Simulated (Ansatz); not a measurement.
dibenzo[a,e]pentalene (C16H10). The state is a singlet with charge 0. Geometry PBE-D4/def2-SVP.

```tsv
atom	x (Å)	y (Å)	z (Å)
C1	-1.493	-0.525	0.767
C2	-0.248	-0.661	0.205
C3	0.248	0.661	-0.205
C4	1.494	0.525	-0.767
C5	1.855	-0.904	-0.742
C6	3.003	-1.564	-1.188
C7	3.087	-2.966	-1.038
C8	2.037	-3.688	-0.452
C9	0.871	-3.030	0.003
C10	0.778	-1.646	-0.141
C11	-0.779	1.646	0.140
C12	-0.872	3.030	-0.004
C13	-2.037	3.688	0.451
C14	-3.087	2.966	1.038
C15	-3.003	1.564	1.189
C16	-1.854	0.904	0.742
H17	-2.136	-1.319	1.174
H18	2.136	1.319	-1.173
H19	3.831	-1.003	-1.649
H20	3.986	-3.497	-1.385
H21	2.120	-4.780	-0.344
H22	0.052	-3.605	0.461
H23	-0.053	3.605	-0.463
H24	-2.121	4.780	0.342
H25	-3.986	3.497	1.386
H26	-3.830	1.003	1.650
```

B3LYP takes the VWN-RPA correlation. The restricted singlet is unstable towards broken spin symmetry in Hartree–Fock (as tested in another run); at HF/6-31G this wasn't settled.

Question: Estimate the orbital energies around the gap (eV) in Ansatz with HF/6-31G, r2SCAN-D4/def2-TZVP, B3LYP-D4/6-31G, PBE0-D4/def2-SVP, PBE0-D4/def2-TZVP.

Answer: 
```tsv
orbital	HF/6-31G	r2SCAN-D4/def2-TZVP	B3LYP-D4/6-31G	PBE0-D4/def2-SVP	PBE0-D4/def2-TZVP
HOMO−9	-13.53	-8.77	-9.59	-9.99	-9.95
HOMO−8	-13.20	-8.49	-9.31	-9.71	-9.66
HOMO−7	-13.08	-8.40	-9.19	-9.58	-9.54
HOMO−6	-12.82	-8.36	-9.06	-9.49	-9.46
HOMO−5	-12.08	-8.30	-8.85	-9.40	-9.40
HOMO−4	-10.61	-7.54	-7.92	-8.42	-8.42
HOMO−3	-9.54	-6.83	-7.16	-7.65	-7.65
HOMO−2	-9.46	-6.79	-7.12	-7.60	-7.60
HOMO−1	-7.66	-5.59	-5.82	-6.28	-6.28
HOMO	-7.29	-5.18	-5.43	-5.89	-5.89
LUMO	0.87	-3.26	-2.38	-2.59	-2.61
LUMO+1	3.07	-1.56	-0.55	-0.80	-0.88
LUMO+2	4.29	-0.73	0.37	0.15	-0.01
LUMO+3	4.58	-0.39	0.64	0.43	0.34
LUMO+4	5.84	0.30	1.45	1.25	1.11
LUMO+5	6.38	1.43	2.54	1.98	1.51
```
